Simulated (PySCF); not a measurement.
# [PbH5]-, singlet: structure and spectrum

Computed with PBE0/[Pb def2-TZVPD with ECP60, H def2-TZVPD], scalar-relativistic core potentials, density fitting, no spin–orbit coupling, PySCF.

The structure is a minimum.

```xyz
6
charge -1 multiplicity 1, angstrom
Pb    0.0000    0.0000    0.0000
H     0.0000    0.0000    1.9635
H     0.0000    0.0000   -1.9635
H     1.8193    0.0000    0.0000
H    -0.9096    1.5756    0.0000
H    -0.9096   -1.5756    0.0000
```

* Point group: D3h
* Bond lengths: Pb–H 1.819 Å (×3), Pb–H 1.963 Å (×2)
* Bond angles: H–Pb–H 90.0° (×6), H–Pb–H 120.0° (×3), H–Pb–H 180.0°
* Rotational symmetry number: 6
* Entropy at 298.15 K and 1 bar: 254.8 J/(mol K)
* Zero-point energy: 68.3 kJ/mol
* Lowest empty level: 3.18 eV
* Enthalpy at 298.15 K above 0 K: 13.08 kJ/mol
* Principal polarisabilities: 77.7, 77.7, 104.3 bohr³
* Highest occupied level: -0.26 eV
* Rotational constants: 1.685, 1.32, 1.32 cm⁻¹
* Principal quadrupole moments (Buckingham, traceless) about the centre of mass: -11.71, 5.85, 5.85 D Å
* Heat capacity Cp at 298.15 K: 64.9 J/(mol K)
* Dipole moment about the centre of mass: 0.00 D

Harmonic modes (masses in u: Pb 207.977, H 1.008):
```tsv
symmetry	ω (cm⁻¹)	IR (km/mol, summed over degenerate members)	μ (u)	type
e'	397	17.0	1.01	bend
e'	653	969	1.03	bend
a2''	678	1243	1.03	bend
e''	863	0.0	1.01	bend
a1'	979	0.0	1.01	stretch
a2''	1181	1403	1.01	stretch
e'	1584	1349	1.01	stretch
a1'	1592	0.0	1.01	stretch
```

In D3h the vibrations span 3e' + 2a2'' + e'' + 2a1'. The a1', e'' modes carry no infrared intensity, as symmetry demands.

Charges (e); Mulliken and Löwdin values are unreliable with diffuse functions:
```json
{"atom": "Pb1", "Mulliken": "-0.52", "Löwdin": "0.02", "polar tensor": "1.59", "Mayer order to Pb1": "–"}
{"atom": "H2,3", "Mulliken": "-0.12", "Löwdin": "-0.22", "polar tensor": "-0.63", "Mayer order to Pb1": "0.83"}
{"atom": "H4,5,6", "Mulliken": "-0.08", "Löwdin": "-0.20", "polar tensor": "-0.45", "Mayer order to Pb1": "0.87"}
```

Mulliken populations on Pb1 (electrons outside its core potential): s 3.57, p 8.50, d 10.42, f 0.04.

Outer orbital energies (eV). occupied: -18.01, -17.78, -17.78, -9.89, -3.77, -3.77, -3.33, -0.26; empty: 3.18, 4.86, 4.86, 5.46.

Counting electrons, lead keeps none of its valence electrons outside its bonds, so the VSEPR class is AX5 and the expected shape is trigonal bipyramidal (D3h), as computed.

This need not be the most stable arrangement of these atoms. The lowest empty level of this anion is unbound, so it and the gap depend on the basis. Spin–orbit coupling, left out here, can matter for elements this heavy.

The final relaxation and frequency run took 41 s on 2 threads of a shared Intel Xeon Platinum 8488C (Sapphire Rapids) host, with 101 basis functions and 11 gradients; the process peaked at 1.5 GiB. Launch command: `OMP_NUM_THREADS=2 python axn.py task.json out`.
